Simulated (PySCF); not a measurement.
Point-charge models of `N[SiH2]CC(F)F` against its computed dipole.

Coordinates (GFN2-xTB, Å) and charges (e) from the PBE0/pcSseg-1 density (PySCF):

```
atom       x       y       z  Mulliken      IAO  Hirshfeld  ESP-fitted
  N1   2.291  -0.381  -0.079   -0.6269  -0.8431    -0.3178     -1.0601
 Si2   0.693  -0.726  -0.609   +0.7569  +0.9126    +0.3726     +0.7480
  C3  -0.374   0.573   0.288   -0.5815  -0.5879    -0.1791     -0.5150
  C4  -1.820   0.443  -0.094   +0.4989  +0.4535    +0.1448     +0.4530
  F5  -2.307  -0.789   0.208   -0.3069  -0.3103    -0.1053     -0.2458
  F6  -2.604   1.320   0.595   -0.3113  -0.3132    -0.1198     -0.2517
  H7   3.042  -0.986  -0.367   +0.1930  +0.2630    +0.1184     +0.4036
  H8   2.617   0.571  -0.027   +0.1920  +0.2614    +0.1177     +0.3855
  H9   0.392  -2.081  -0.163   -0.0864  -0.1306    -0.0787     -0.1187
 H10   0.436  -0.592  -2.055   -0.1265  -0.1725    -0.0962     -0.1883
 H11  -0.297   0.445   1.367   +0.1588  +0.1701    +0.0489     +0.1860
 H12  -0.061   1.589   0.054   +0.1511  +0.1621    +0.0507     +0.1554
 H13  -2.012   0.615  -1.164   +0.0887  +0.1349    +0.0437     +0.0482
```

What dipole does each set of charges give (1 e·Å = 4.803 D), and what does the density give?

The full density gives (3.00, 0.79, -1.45) D, 3.42 D in size; dipole vectors point from the negative to the positive end.

```csv
scheme,μx,μy,μz,size (D),share of the full size (%),angle to the full dipole (°)
Mulliken,3.28,-0.25,-2.67,4.23,124,21
IAO,3.14,0.17,-2.86,4.25,124,20
Hirshfeld,1.82,0.18,-0.85,2.02,59,8
ESP-fitted,3.01,0.81,-1.49,3.45,101,0
```

Which set comes closest?

Length of the difference vector: ESP-fitted 0.04 D, Hirshfeld 1.45 D, IAO 1.55 D, Mulliken 1.63 D. Closest: ESP-fitted. ESP charges are fitted to the potential around the molecule, whose slowest-falling term is the dipole's. The schemes that divide the density aren't constrained to reproduce the dipole.

What is left for the Hirshfeld atoms' own dipoles?

The shares of the density sum to the whole, so what Σ q r misses lies in dipoles about the nuclei. The atomic dipoles sum to (3.00, 0.79, -1.45) − (1.82, 0.18, -0.85) = (1.18, 0.61, -0.60) D, 1.45 D in size.

With the origin at the mean of the coordinates, (0.000, 0.000, -0.157) Å, which are the largest single terms, by size, of the Hirshfeld dipole along the direction of the full one?

N1 -2.88, H7 +1.44, H8 +1.34, F6 +1.32, F5 +1.19 D; all 13 atoms together +1.99 D. The single terms depend on the origin, their sum doesn't.

Give the size of the full dipole in other units.

3.42 D = 1.345 au = 0.712 e·Å = 11.41 × 10⁻³⁰ C·m.

Geometry: GFN2-xTB, one conformer, isolated molecule.

These values come from a run that also computed NMR shieldings. Hardware: one thread of an Arm Neoverse V2 (shared host). Cost: 17 s (grids of density and orbitals included).

Conformer computed: `[NH2:1][SiH2:2][CH2:3][CH:4]([F:5])[F:6]`: N1–Si2–C3–C4 178°, Si2–C3–C4–F5 59°, H–N1–Si2–C3 175°, H–N1–Si2–C3 -43°.
